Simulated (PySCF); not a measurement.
A mixed set of molecules. Level of theory: TDDFT CAM-B3LYP/def2-SVPD, vertical, gas phase, core orbitals frozen in the response in PySCF 2.14.0, density-fitted response routines. Geometries: GFN2-xTB; one conformer of each isolated species. Triplets are in the Tamm–Dancoff approximation. 'Strongest' means the level of largest summed f among the lowest 8 singlets; it needn't be the same kind of state in each.

Question: Rank by computed energy of the strongest computed level, lowest first.
A. `CC1SCCS1`
B. `C=C[Si@H](P)C1CC1`
C. `c1cc(C2CC2)cs1`
D. `C[C@@H]([SiH2]F)[SiH2]CCl`
E. `c1csc(C2CC2)c1`
F. `CC(C)/C=P\P`
G. `C=CCOC`
H. `OCC1CC1`

Answer: F (5.22 eV), E (5.37 eV), C (5.59 eV), A (6.31 eV), B (7.02 eV), D (7.27 eV), G (7.56 eV), H (8.60 eV).

| SMILES | strongest (eV) | HOMO (eV) | LUMO (eV) | S1 (eV) | f (strongest) | f (S1) | S1 mainly |
| --- | --- | --- | --- | --- | --- | --- | --- |
| CC(C)/C=P\P | 5.22 | -7.95 | -0.46 | 4.06 | 0.24 | 0.010 | H→L (78%) |
| c1csc(C2CC2)c1 | 5.37 | -7.52 | 0.74 | 5.37 | 0.17 | 0.170 | H→L (96%) |
| c1cc(C2CC2)cs1 | 5.59 | -7.70 | 0.80 | 5.59 | 0.11 | 0.109 | H→L (91%) |
| CC1SCCS1 | 6.31 | -7.86 | 0.86 | 5.08 | 0.06 | 0.001 | H→L (65%) |
| C=C[Si@H](P)C1CC1 | 7.02 | -8.48 | 0.63 | 6.23 | 0.31 | 0.068 | H→L (77%) |
| C[C@@H]([SiH2]F)[SiH2]CCl | 7.27 | -9.38 | 0.66 | 6.82 | 0.03 | 0.023 | H→L+2 (32%) |
| C=CCOC | 7.56 | -8.98 | 1.12 | 6.71 | 0.16 | 0.003 | H→L (91%) |
| OCC1CC1 | 8.60 | -9.30 | 1.32 | 7.11 | 0.04 | 0.010 | H→L (79%) |

H and L stand for HOMO and LUMO.

- `CC(C)/C=P\P`: Löwdin shares by element: HOMO phosphorus 70%, carbon 16% or more; LUMO phosphorus 51%, carbon 33% or more (atoms not listed hold the other 16%).
- `c1csc(C2CC2)c1`: Löwdin shares by element: HOMO carbon 72% or more (atoms not listed hold the other 29%); LUMO carbon 52% or more, sulfur 21% (atoms not listed hold the other 27%).
- `c1cc(C2CC2)cs1`: Löwdin shares by element: HOMO carbon 56% or more, sulfur 16% (atoms not listed hold the other 28%); LUMO carbon 55% or more, sulfur 22% (atoms not listed hold the other 23%).
- `CC1SCCS1`: Löwdin shares by element: HOMO sulfur 68% or more, carbon 17% or more; LUMO sulfur 68%, carbon 13% or more (atoms not listed hold the other 19%).
- `C=C[Si@H](P)C1CC1`: Löwdin shares by element: HOMO phosphorus 56%, silicon 15%, hydrogen 11% or more (atoms not listed hold the other 18%); LUMO carbon 59% or more, phosphorus 9%, silicon 9% (atoms not listed hold the other 23%).
- `C[C@@H]([SiH2]F)[SiH2]CCl`: Löwdin shares by element: HOMO chlorine 55%, carbon 20% or more, silicon 12% or more; LUMO silicon 29%, carbon 10% or more, chlorine 8% (atoms not listed hold the other 54%).
- `C=CCOC`: Löwdin shares by element: HOMO oxygen 57%, carbon 25% or more (atoms not listed hold the other 18%); LUMO carbon 63% or more, hydrogen 14% or more (atoms not listed hold the other 23%).
- `OCC1CC1`: Löwdin shares by element: HOMO oxygen 54%, carbon 30% or more (atoms not listed hold the other 16%); LUMO hydrogen 29% or more, oxygen 23%, carbon 16% or more (atoms not listed hold the other 32%).
